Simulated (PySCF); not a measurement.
## Spin-rotation constants: SMILES C=P12C=CC(C=C1)C=C2, C$_{8}$H$_{9}$P

Geometry (Å), atoms numbered from 1 in this order:
```xyz
18

C    -2.7723    0.4484    0.1719
P    -1.1403    0.0492   -0.0849
C    -0.1083    1.5059   -0.3583
C     1.1924    1.2899   -0.2383
C     1.6618   -0.1165    0.0698
C     0.9953   -0.5436    1.3608
C    -0.3274   -0.5315    1.4193
C     1.1489   -1.0189   -1.0280
C    -0.1581   -1.0527   -1.2273
H    -3.2031    0.9193   -0.7109
H    -3.3466   -0.4282    0.4692
H    -0.5761    2.4575   -0.5521
H     1.9454    2.0558   -0.3427
H     2.7481   -0.1614    0.1522
H     1.6344   -0.8362    2.1795
H    -0.9250   -0.7875    2.2792
H     1.8714   -1.5887   -1.5929
H    -0.6490   -1.6543   -1.9782
```

Method: GIAO PBE/pcSseg-1 magnetisability, rotational g tensor and spin-rotation constants, non-relativistic, gas phase in PySCF 2.14.0. Geometry: GFN2-xTB.

Problem. Give the nuclear spin-rotation constants along the inertial axes (H = +C I·J) beside the isotropic shieldings.

Solution. Rotational constants 2.5876, 1.4399, 1.4338 GHz. A star marks the isotopologue with that one atom substituted, in its own axes.
```
atom  isotope  Caa (kHz)  Cbb (kHz)  Ccc (kHz)  mean (kHz)  σ (ppm)
  P2      31P      3.774      2.494      2.198       2.822    322.2
 H10       1H     -0.159     -0.064     -0.156      -0.126     31.5
 H11       1H     -0.159     -0.064     -0.155      -0.126     31.5
 H12       1H     -0.120      0.035     -0.117      -0.067     24.7
 H13       1H     -0.079     -0.008     -0.084      -0.057     24.2
 H14       1H      0.196     -0.162     -0.149      -0.038     26.9
 H15       1H     -0.079     -0.006     -0.086      -0.057     24.2
 H16       1H     -0.120      0.037     -0.118      -0.067     24.7
 H17       1H      0.054     -0.156     -0.003      -0.035     24.0
 H18       1H     -0.206     -0.191      0.135      -0.087     25.5
  C1     13C*      0.363      0.084      0.149       0.199    196.4
  C3     13C*      0.909      0.690      0.249       0.616     42.1
  C4     13C*      0.987      0.739      0.234       0.653     29.7
  C5     13C*      0.680      0.251      0.257       0.396    126.5
```
For the geometry as given, no vibrational averaging.
